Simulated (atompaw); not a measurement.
# Pseudopotential generation for iron: PAW (atompaw), LDA (PW92), scalar-relativistic.

atompaw 4.2.0.5 input, output lines left out:

```
Fe 26
LDA-PW scalarrelativistic loggrid 1500 logderivrange -9 5 351
4 4 3 0 0 0
4 0 1.5
4 1 0
3 2 6.5
0 0 0
c
c
v
v
c
v
v
v
2
1.70 1.55 1.45 1.20
n
n
y
0.05
n
bloechl sinc
bessel
```

All-electron outer shells of the reference configuration (LDA (PW92), scalar-relativistic, ld1.x):

| shell | level (eV) | outermost node (bohr) | outermost maximum (bohr) |
| --- | --- | --- | --- |
| 2s | -815.11 | 0.08 | 0.22 |
| 2p | -695.24 | – | 0.18 |
| 3s | -91.06 | 0.33 | 0.70 |
| 3p | -57.55 | 0.30 | 0.72 |
| 3d | -5.73 | – | 0.72 |
| 4s | -4.94 | 1.01 | 2.44 |
| 4p | -1.18 | 1.11 | 3.46 |

Q: Estimate the cutoffs (Ry, on a coarse ladder) from which the occupation-weighted sum of valence levels, in a spherical-Bessel basis at the reference potential, stays within 10 and 1 mRy of its value at 400 Ry.

A: 60 Ry and 80 Ry.

Q: Does the potential have ghost states?

A: No extra level below or beside the all-electron valence levels (s, p, d, f tested).

Q: Is the overlap operator S = 1 + Σ q|β⟩⟨β| positive definite (Bessel basis up to 400 Ry)?

A: Barely: its lowest eigenvalue is 0.019 (d channel).
